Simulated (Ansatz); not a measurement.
Start from `CCB(N)Cl` and change one atom or group to get `NB(Cl)O[SiH3]`.

Ansatz, PBE0-D4/def2-TZVP geometries, multiplicity 1. Each molecule was computed in one conformer, which needn't be the lowest.

| property | `CCB(N)Cl` |
| --- | --- |
| ideal-gas entropy at 298 K and 1 bar (rigid rotor, harmonic PBE0-D4/def2-TZVP) / J/(mol·K) | 339 |
| size of the dipole moment (ωB97M-V/def2-TZVPP) / D | 2.54 |
| HOMO–LUMO gap (PBE0/def2-TZVPP) / eV | 8.76 |
| size of the dipole moment (B3LYP/def2-TZVPP) / D | 2.53 |
| LUMO energy (PBE0/def2-TZVPP) / eV | 0.55 |
| HOMO energy (ωB97M-V/def2-TZVPP) / eV | -10.53 |

**Question.** What does the change do to each property? (Estimate.)

**Answer.** Ansatz gave: 
```csv
property,`NB(Cl)O[SiH3]`,shift
"ideal-gas entropy at 298 K and 1 bar (rigid rotor, harmonic PBE0-D4/def2-TZVP) / J/(mol·K)",361,22
size of the dipole moment (ωB97M-V/def2-TZVPP) / D,2.85,0.31
HOMO–LUMO gap (PBE0/def2-TZVPP) / eV,8.22,-0.54
size of the dipole moment (B3LYP/def2-TZVPP) / D,2.87,0.34
LUMO energy (PBE0/def2-TZVPP) / eV,0.02,-0.53
HOMO energy (ωB97M-V/def2-TZVPP) / eV,-10.54,-0.01
```

The zero-point energy changes by -94.1 kJ/mol with -6 modes. Dipoles are sizes alone; their direction can turn. Modes under 60 cm⁻¹, often nearly free rotors, make the harmonic entropy too high.

Positive LUMOs are unbound, so they and the gaps depend on the basis.

B3LYP here is the variant with VWN-RPA as its local correlation; programs differ in this.
